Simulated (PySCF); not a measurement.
## RuSI: from structure and modes to constants

All numbers come from PySCF, UPBE0, basis Ru def2-SVP with ECP28, S def2-SVP, I def2-SVP with ECP28 (scalar-relativistic core potentials, no spin–orbit coupling, density fitting).

The quartet minimum has Cs symmetry. Masses (u): Ru 101.90435, S 31.97207, I 126.90447.

```xyz
3
charge 0 multiplicity 4, angstrom
Ru   -0.8190    0.0000   -0.8230
S    -2.5490    0.0000    0.2968
I     1.2994    0.0000    0.5861
```

Harmonic wavenumbers (cm⁻¹): 83.8 (a', ×1), 234.6 (a', ×1), 546.7 (a', ×1).

Problem. Find the principal moments of inertia and the rotational constants. What kind of rotor is it?

Solution. About the centre of mass I = 68.237, 537.56, 605.8 u Å². With B = 16.8576/I this gives 0.247, 0.03136, 0.02783 cm⁻¹. The molecule is an asymmetric top with κ = -0.97.

Problem. What is the harmonic zero-point energy?

Solution. Half the sum of all 3 wavenumbers, 865/2 = 432 cm⁻¹, which is 5.2 kJ/mol (1 cm⁻¹ = 0.0119627 kJ/mol).

Problem. Find the vibrational entropy and heat capacity at 298.15 K.

Solution. With u = 1.43878 ω/T, each mode gives S = R[u/(eᵘ−1) − ln(1−e⁻ᵘ)] and C = R u² eᵘ/(eᵘ−1)².
```json
{"ω (cm⁻¹)": "83.8", "u": "0.404", "S (J/(mol K))": "15.90", "C (J/(mol K))": "8.20"}
{"ω (cm⁻¹)": "234.6", "u": "1.132", "S (J/(mol K))": "7.71", "C (J/(mol K))": "7.48"}
{"ω (cm⁻¹)": "546.7", "u": "2.638", "S (J/(mol K))": "2.31", "C (J/(mol K))": "4.80"}
```
The sums over all modes are S = 25.9 and C = 20.5 J/(mol K); the softest mode gives 61 % of the entropy.

Problem. Give the standard entropy (298.15 K, 1 bar) by its translational, rotational, vibrational and spin parts, and Cp.

Solution. Sackur–Tetrode with M = 260.78 u gives 178.2; rotation with symmetry number 1 gives 118.8; vibration 25.9; spin R ln 4 = 11.5. The total is 334.5 J/(mol K), and Cp = 4 R + 20.5 = 53.7 J/(mol K).

Only a few start shapes were tried, so a lower isomer may exist. With open d or f shells other occupations or spin states may lie lower. No spin–orbit coupling is included, which matters more the heavier the element.
